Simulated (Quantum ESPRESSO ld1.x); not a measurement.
The numbers below are computed, except where a source is named.
Question: The aim is the dysprosium ion Dy3+ in [Xe] 4f9. This ld1.x (Quantum ESPRESSO 7.5) run was made with `OMP_NUM_THREADS=1 ld1.x < ld1.in > ld1.out`. Can the result be used? Name any fault.

```
 &input
    zed=66.0,
    iswitch=1,
    rel=2,
    dft='XYZ',
    config='[Xe] 4f9',
    lsmall=.true.,
    prefix='ld1',
    max_out_wfc=37,
    file_charge='ld1.rho',
 /
```

Output (excerpt):

```
     Program LD1 v.7.5 starts

 %%%%%%%%%%%%%%%%%%%%%%%%%%%%%%%%%%%%%%%%%%%%%%%%%%%%%%%%%%%%%%%%%%%%%%%%%%%%%%
     Error in routine set_dft_from_name (1):
     XYZ: unrecognized dft
 %%%%%%%%%%%%%%%%%%%%%%%%%%%%%%%%%%%%%%%%%%%%%%%%%%%%%%%%%%%%%%%%%%%%%%%%%%%%%%

     stopping ...
```

Answer: No (refused). The line at issue: dft='XYZ'. The program stops in set_dft_from_name with "XYZ: unrecognized dft": the name is not a functional that the program knows. The sound input gives -12158.76 hartree.
